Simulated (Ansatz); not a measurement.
Consider the ligand exchange at a Ga–C bond: `[CH3][AlH][CH2][GaH2]` + `[SiH3]N[SiH3]` → `[SiH3][N]([SiH3])[GaH2]` + `[CH3][AlH][CH3]`.

Calculated with Ansatz (gas phase, PBE0-D4/def2-TZVP geometries, no zero-point term in ΔE). CBS: MP2 limit from def2 TZ/QZ plus the TZ coupled-cluster correction, frozen cores. This one scheme is used for every species. DFT in def2-TZVPP. For Ga outer-core shells are correlated without core-valence functions, which leaves a few kJ/mol of doubt a bond. Scalar relativity is left out up to krypton. Each species was taken in one conformer, which may not be the lowest.

`[CH3][AlH][CH2][GaH2]`:

```xyz
12

C    -0.687   -2.011   -0.585
Al   -1.074   -0.251    0.164
C     0.011    1.299   -0.289
Ga    1.626    1.548    0.780
H    -0.517   -2.743    0.213
H    -1.538   -2.387   -1.164
H     0.190   -2.018   -1.237
H    -2.279   -0.073    1.190
H    -0.610    2.194   -0.178
H     0.329    1.180   -1.332
H     2.963    0.838    0.352
H     1.586    2.423    2.086
```

`[SiH3]N[SiH3]`:

Cartesian coordinates in Å:
```
Si -0.619 1.239 -0.720
N 0.452 -0.083 -0.435
Si 0.465 -1.205 0.876
H -1.428 1.428 0.509
H -1.535 0.995 -1.869
H 0.141 2.483 -1.022
H 1.131 -0.259 -1.164
H -0.484 -0.702 1.899
H 1.828 -1.320 1.464
H 0.049 -2.574 0.461
```

`[SiH3][N]([SiH3])[GaH2]`:

```xyz
12

Si   -1.408    0.559   -0.699
N     0.028    0.046    0.130
Si    1.121   -1.037   -0.671
Ga    0.387    0.645    1.848
H    -2.160    1.507    0.162
H    -1.067    1.232   -1.983
H    -2.283   -0.602   -1.022
H     2.252   -1.355    0.238
H     0.433   -2.302   -1.052
H     1.658   -0.427   -1.919
H    -0.665    1.614    2.470
H     1.703    0.118    2.497
```

`[CH3][AlH][CH3]`:

```xyz
10

C     0.107   -1.351   -1.071
Al    0.677   -0.038    0.259
C    -0.540    1.349    0.901
H    -0.804   -1.868   -0.750
H     0.865   -2.106   -1.288
H    -0.145   -0.853   -2.015
H     2.164   -0.073    0.835
H    -1.550    1.264    0.493
H    -0.615    1.332    1.994
H    -0.159    2.344    0.642
```

```tsv
level	ΔE (kJ/mol)	difference from CCSD(T)/CBS
PBE-D4	-48.3	2.7
B97M-V	-50.1	0.9
PBE0-D4	-47.3	3.7
B2PLYP	-50.3	0.7
PBE-QIDH	-49.1	1.9
PBE	-44.1	6.9
revPBE	-41.6	9.4
PBE0	-43.6	7.4
r2SCAN0	-47.6	3.4
BHLYP	-46.5	4.5
RPA@PBE/def2-TZVPP	-53.4	-2.4
MP2/def2-SVP	-60.0	-9.0
CCSD/def2-TZVPP	-51.6	-0.6
CCSD(T)/def2-TZVPP	-53.2	-2.2
HF/CBS(def2)	-47.9	3.1
CCSD/CBS(def2)	-49.4	1.6
CCSD(T)/CBS	-51.0	0
```

Largest T1 diagnostic among the species: 0.014.

The D4 term adds −7.0 kJ/mol with B3LYP and −3.6 kJ/mol with PBE0; it sums over pairs of atoms, weighted by their polarisabilities, and B3LYP, whose exchange is more repulsive, gets the larger term. At CCSD(T), def2-SVP lies −9.4 kJ/mol from the extrapolated value and def2-TZVPP −2.2 kJ/mol. In def2-TZVPP, CCSD(T) changes the Hartree–Fock value by −6.0 kJ/mol (the triples alone add −1.6 kJ/mol) and MP2 by −6.9 kJ/mol.

B3LYP here is the variant with VWN-RPA as its local correlation; programs differ in this.
